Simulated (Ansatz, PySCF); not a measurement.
Energy difference R1 + R2 → P1 + P2, each structure at its B3LYP-D3(BJ)/def2-TZVP stationary point, reached from a drawn start (curvature not checked).
P1: CH4O (SMILES CO), charge 0, multiplicity 1.
R1: CH4 (SMILES C), charge 0, multiplicity 1.
P2, H2 (SMILES [H][H]) (charge 0, multiplicity 1):
```xyz
2

H      0.000     0.000     0.372
H      0.000     0.000    -0.372
```
R2, H2O (SMILES O) (charge 0, multiplicity 1, Z-matrix in Å and degrees):
```
O
H 1 0.9627
H 1 0.9627 2 105.24
```

P less R. No zero-point or thermal terms.

Frozen-core correlation throughout.

Programs: Ansatz (Gaussian basis) for Hartree–Fock, density functionals and correlated methods; PySCF for the D3/D4 terms. All values are computed, each at the level named.

```
level                     reaction energy (eV)
------------------------  --------------------
HF/cc-pVQZ                               1.321
PBE/def2-TZVPP                           1.258
revPBE/def2-TZVPP                        1.259
revPBE-D3(BJ)/def2-TZVPP                 1.228
r2SCAN/def2-TZVPP                        1.278
B97M-V/def2-TZVPP                        1.329
PBE0-D4/def2-TZVPP                       1.292
CCSD/cc-pVQZ                                 …
CCSD(T)/cc-pVDZ                              …
```

Task: What belongs in the gaps?

Result: 
- CCSD/cc-pVQZ, reaction energy (eV): 1.324
- CCSD(T)/cc-pVDZ, reaction energy (eV): 1.211

Ansatz is a program for electronic structure.
